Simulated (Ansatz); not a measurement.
One change: `CBCBC` becomes `CBCC`.

Ansatz, PBE0-D4/def2-TZVP geometries, multiplicity 1. Each molecule was computed in one conformer, which needn't be the lowest.

```tsv
property	`CBCBC`
size of the dipole moment (B3LYP/def2-TZVPP) / D	0.33
size of the dipole moment (ωB97M-V/def2-TZVPP) / D	0.33
ideal-gas entropy at 298 K and 1 bar (rigid rotor, harmonic PBE0-D4/def2-TZVP) / J/(mol·K)	381
HOMO–LUMO gap (PBE/def2-TZVPP) / eV	4.67
HOMO energy (B3LYP/def2-TZVPP) / eV	-8.23
LUMO energy (B3LYP/def2-TZVPP) / eV	-1.63
```

(1) What does the change do to each property? (An estimate is asked.)

Answers

(1) Computed: 
| property | `CBCC` | shift |
| --- | --- | --- |
| size of the dipole moment (B3LYP/def2-TZVPP) / D | 0.35 | 0.02 |
| size of the dipole moment (ωB97M-V/def2-TZVPP) / D | 0.37 | 0.04 |
| ideal-gas entropy at 298 K and 1 bar (rigid rotor, harmonic PBE0-D4/def2-TZVP) / J/(mol·K) | 325 | -56 |
| HOMO–LUMO gap (PBE/def2-TZVPP) / eV | 5.40 | 0.73 |
| HOMO energy (B3LYP/def2-TZVPP) / eV | -8.20 | 0.03 |
| LUMO energy (B3LYP/def2-TZVPP) / eV | -0.82 | 0.81 |

The zero-point energy changes by -29.4 kJ/mol with -6 modes. Dipoles are sizes alone; their direction can turn. Modes under 60 cm⁻¹, often nearly free rotors, make the harmonic entropy too high.

Positive LUMOs are unbound, so they and the gaps depend on the basis.

B3LYP here is the variant with VWN-RPA as its local correlation; programs differ in this.
